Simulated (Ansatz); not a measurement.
Relaxation of C₂H₁₁B₂NSi (17 atoms, charge 0, multiplicity 1), to a largest force component of 0.015 eV/Å in at most 40 steps.

These are results of Ansatz, RKS PBE/def2-SVP, not measurements.

```xyz
17
Properties=species:S:1:pos:R:3:forces:R:3
B -1.728 -0.568 -0.117 0.71 1.81 -1.53
C -0.237 -0.814 0.166 -0.25 -3.10 -0.77
B 0.404 -1.362 -1.187 -0.61 0.53 1.72
N -0.040 -1.804 1.226 -2.85 -0.04 1.66
Si 0.620 0.787 0.660 -0.92 1.25 0.17
C 0.489 2.121 -0.651 0.67 0.36 0.08
H -2.592 -1.076 0.488 -0.69 -0.77 0.60
H -2.054 0.259 -0.981 0.07 -0.26 0.31
H 0.429 -0.699 -2.120 0.16 1.03 -1.64
H 0.944 -2.431 -1.172 0.07 -0.47 -0.03
H -0.992 -2.334 1.383 2.27 1.10 -0.07
H 0.666 -2.484 1.028 0.85 -0.72 -0.35
H -0.054 1.327 1.894 0.03 -0.20 0.11
H 2.013 0.535 0.963 1.03 -0.36 0.23
H 0.971 1.728 -1.577 -0.10 0.40 0.04
H 1.009 3.060 -0.287 -0.26 -0.63 -0.38
H -0.566 2.361 -0.850 -0.18 0.06 -0.15
```

Where does it end, and by what steps?

The forces met the threshold. After 9 steps the energy has fallen by 0.773 eV; H11 moved furthest, 0.58 Å.

```tsv
step	energy less start (eV)	largest force component (eV/Å)	accepted
0	0.0000	3.102	yes
1	-0.5903	1.415	yes
2	-0.7044	0.759	yes
3	-0.7418	0.427	yes
4	-0.7542	0.257	yes
5	-0.7422	0.382	no
6	-0.7723	0.026	yes
7	-0.7729	0.025	yes
8	-0.7729	0.026	yes
9	-0.7730	0.009	yes
```

```xyz
17
Properties=species:S:1:pos:R:3
B -1.706 -0.568 -0.205
C -0.293 -1.060 0.131
B 0.397 -1.337 -1.211
N -0.003 -1.803 1.312
Si 0.529 0.709 0.563
C 0.477 2.144 -0.663
H -2.658 -1.027 0.409
H -1.899 0.281 -1.051
H 0.358 -0.534 -2.121
H 1.015 -2.381 -1.359
H -0.820 -2.063 1.872
H 0.645 -2.585 1.185
H -0.146 1.113 1.846
H 1.960 0.362 0.874
H 0.990 1.893 -1.612
H 1.000 3.011 -0.206
H -0.561 2.451 -0.896
```

The run took 34 s on 2 threads of Arm Neoverse V2, with other jobs on the host, peak memory 0.2 GiB.
